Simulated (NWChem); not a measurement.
System meant: BAsH$_{4}$O$_{2}$; SMILES OB(O)[AsH2]

Here is an NWChem input.

```
start job
memory heap 200 mb stack 900 mb global 1100 mb
geometry units angstroms noautoz
  B     -0.014010     1.032274     0.006631
  As     0.061272    -1.025548    -0.036019
  H     -0.785046    -1.181667     1.217683
  H      1.374812    -1.120197     0.736818
  O     -1.243321     1.596551     0.030115
  H     -1.191581     2.560538    -0.005269
  O      1.077867     1.841531    -0.075453
  H      1.915795     1.371575    -0.062443
end
basis spherical
  B library def2-svp
  As library def2-svp
  H library def2-svp
  O library def2-svp
end
dft
  odft
  mult 2
  xc b3lyp
  iterations 150
  mulliken
end
task dft energy
```

End of the output:

```
 ==============================================================================
                                 internuclear angles
 ------------------------------------------------------------------------------
        center 1       |       center 2       |       center 3       |  degrees
 ------------------------------------------------------------------------------
    2 As               |   1 B                |   5 O                |   116.76
    2 As               |   1 B                |   7 O                |   124.28
    5 O                |   1 B                |   7 O                |   118.81
    1 B                |   2 As               |   3 H                |    93.74
    1 B                |   2 As               |   4 H                |    94.75
    3 H                |   2 As               |   4 H                |    93.16
    1 B                |   5 O                |   6 H                |   111.53
    1 B                |   7 O                |   8 H                |   114.07
 ------------------------------------------------------------------------------
                            number of included internuclear angles:          8
 ==============================================================================

 Summary of "ao basis" -> "" (spherical)
 ------------------------------------------------------------------------------
       Tag                 Description            Shells   Functions and Types
 ---------------- ------------------------------  ------  ---------------------
 B                          def2-svp                 6       14   3s2p1d
 As                         def2-svp                12       32   5s4p3d
 H                          def2-svp                 3        5   2s1p
 O                          def2-svp                 6       14   3s2p1d

                                 NWChem DFT Module
                                 -----------------

 Summary of "ao basis" -> "ao basis" (spherical)
 ------------------------------------------------------------------------------
       Tag                 Description            Shells   Functions and Types
 ---------------- ------------------------------  ------  ---------------------
 B                          def2-svp                 6       14   3s2p1d
 As                         def2-svp                12       32   5s4p3d
 H                          def2-svp                 3        5   2s1p
 O                          def2-svp                 6       14   3s2p1d

  number of electrons :                   58
  multiplicity        :                    2
 ------------------------------------------------------------------------
  no. of electrons and multiplicity not compatible                  58
 ------------------------------------------------------------------------
 ------------------------------------------------------------------------
  current input line :
    26: task dft energy
 ------------------------------------------------------------------------
 ------------------------------------------------------------------------
 There is an error in the input file
 ------------------------------------------------------------------------
 For more information see the NWChem manual at https://nwchemgit.github.io

0: no. of electrons and multiplicity not compatible:Received an Error in Communication
```

**Question.** What is wrong, and how is it mended?

**Answer.** The input was rejected before any calculation. Cause: the multiplicity doesn't fit the number of electrons (an even count wants an odd multiplicity, and the reverse). This input runs:
```
start job
memory heap 200 mb stack 900 mb global 1100 mb
geometry units angstroms noautoz
  B     -0.014010     1.032274     0.006631
  As     0.061272    -1.025548    -0.036019
  H     -0.785046    -1.181667     1.217683
  H      1.374812    -1.120197     0.736818
  O     -1.243321     1.596551     0.030115
  H     -1.191581     2.560538    -0.005269
  O      1.077867     1.841531    -0.075453
  H      1.915795     1.371575    -0.062443
end
basis spherical
  * library def2-svp
end
dft
  xc b3lyp
  iterations 150
  mulliken
end
task dft energy
```
It converges to -2413.32016 Ha (B3LYP/def2-SVP).
